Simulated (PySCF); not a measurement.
Single point on CrCl

State: ⁶Σ⁺ (sextet), unpaired electrons σ ↑, π ↑↑, δ ↑↑.

An equivalent input (the run itself took its basis sets from the Basis Set Exchange, started from a PBE0 density and held the occupation σ 11α 10β, πx 5α 4β, πy 5α 4β, δx 1α 0β, δy 1α 0β):

```python
from pyscf import gto, scf, cc
mol = gto.M(atom='Cr 0 0 0; Cl 0 0 2.206', basis={'Cr': 'def2-TZVPP', 'Cl': 'def2-TZVPP'},
            charge=0, spin=5, verbose=4, symmetry='C2v')
mf = scf.UHF(mol)
mf.irrep_nelec = {'A1': (12, 10), 'A2': (1, 0), 'B1': (5, 4), 'B2': (5, 4)}
mf.conv_tol = 1e-9
mf.max_cycle = 60
mf.diis_space = 10
mf.kernel()
mycc = cc.CCSD(mf, frozen=[[0, 1, 2, 3, 4, 5, 6, 7, 8, 9, 105], [0, 1, 2, 3, 4, 5, 6, 7, 8, 9, 105]])
mycc.run(conv_tol=1e-7, conv_tol_normt=1e-5, max_cycle=80, diis_space=8)
et = mycc.ccsd_t()
```

The SCF ended at -1502.90811459 hartree. The coupled-cluster part of the log:

```
******** <class 'pyscf.cc.uccsd.UCCSD'> ********
CC2 = 0
CCSD nocc = (13, 8), nmo = (95, 95)
frozen orbitals [[0, 1, 2, 3, 4, 5, 6, 7, 8, 9, 105], [0, 1, 2, 3, 4, 5, 6, 7, 8, 9, 105]]
max_cycle = 80
direct = 0
conv_tol = 1e-07
conv_tol_normt = 1e-05
diis_space = 8
diis_start_cycle = 0
diis_start_energy_diff = 1e+09
Init t2, MP2 energy = -0.57848259143704
Init E_corr(UCCSD) = -0.578482591456565
cycle = 1  E_corr(UCCSD) = -0.59064546345197  dE = -0.012162872  norm(t1,t2) = 0.105328
cycle = 2  E_corr(UCCSD) = -0.603714960285956  dE = -0.0130694968  norm(t1,t2) = 0.047819
cycle = 3  E_corr(UCCSD) = -0.604185341591329  dE = -0.000470381305  norm(t1,t2) = 0.0503575
cycle = 4  E_corr(UCCSD) = -0.609556111823452  dE = -0.00537077023  norm(t1,t2) = 0.0460111
cycle = 5  E_corr(UCCSD) = -0.614288747292897  dE = -0.00473263547  norm(t1,t2) = 0.0396867
cycle = 6  E_corr(UCCSD) = -0.619418251257591  dE = -0.00512950396  norm(t1,t2) = 0.0308883
cycle = 7  E_corr(UCCSD) = -0.619235251379856  dE = 0.000182999878  norm(t1,t2) = 0.0158532
cycle = 8  E_corr(UCCSD) = -0.622641932931499  dE = -0.00340668155  norm(t1,t2) = 0.0133549
cycle = 9  E_corr(UCCSD) = -0.622326881494064  dE = 0.000315051437  norm(t1,t2) = 0.00312968
cycle = 10  E_corr(UCCSD) = -0.622691566223886  dE = -0.00036468473  norm(t1,t2) = 0.00182443
cycle = 11  E_corr(UCCSD) = -0.62263219387453  dE = 5.93723494e-05  norm(t1,t2) = 0.000528614
cycle = 12  E_corr(UCCSD) = -0.62261624202935  dE = 1.59518452e-05  norm(t1,t2) = 0.000189822
cycle = 13  E_corr(UCCSD) = -0.622623847236308  dE = -7.60520696e-06  norm(t1,t2) = 7.44255e-05
cycle = 14  E_corr(UCCSD) = -0.622625455492436  dE = -1.60825613e-06  norm(t1,t2) = 3.32821e-05
cycle = 15  E_corr(UCCSD) = -0.62262402608816  dE = 1.42940428e-06  norm(t1,t2) = 1.6531e-05
cycle = 16  E_corr(UCCSD) = -0.622624777230645  dE = -7.51142485e-07  norm(t1,t2) = 9.30786e-06
cycle = 17  E_corr(UCCSD) = -0.622624943258935  dE = -1.66028291e-07  norm(t1,t2) = 3.95409e-06
cycle = 18  E_corr(UCCSD) = -0.622625101798959  dE = -1.58540024e-07  norm(t1,t2) = 1.80621e-06
cycle = 19  E_corr(UCCSD) = -0.622625113050134  dE = -1.12511743e-08  norm(t1,t2) = 8.15427e-07
UCCSD converged
E(UCCSD) = -1503.530739703603  E_corr = -0.6226251130501336
UCCSD(T) correction = -0.0189136876939568
```

T1 diagnostic 0.127, D1 0.809, 21 electrons correlated, 1 of the virtual orbitals (those above 20 hartree) left out.

A point of this curve took 270 CPU seconds beside 0.74 for the integrals, on Arm Neoverse V2 (shared host).

Correlated steps freeze 10 core orbitals. The CCSD T1 diagnostic is raised, a sign that a single reference may not be enough here. The state is the lowest single determinant that the PBE0 search found; with open d or f shells the true ground state can be another one.
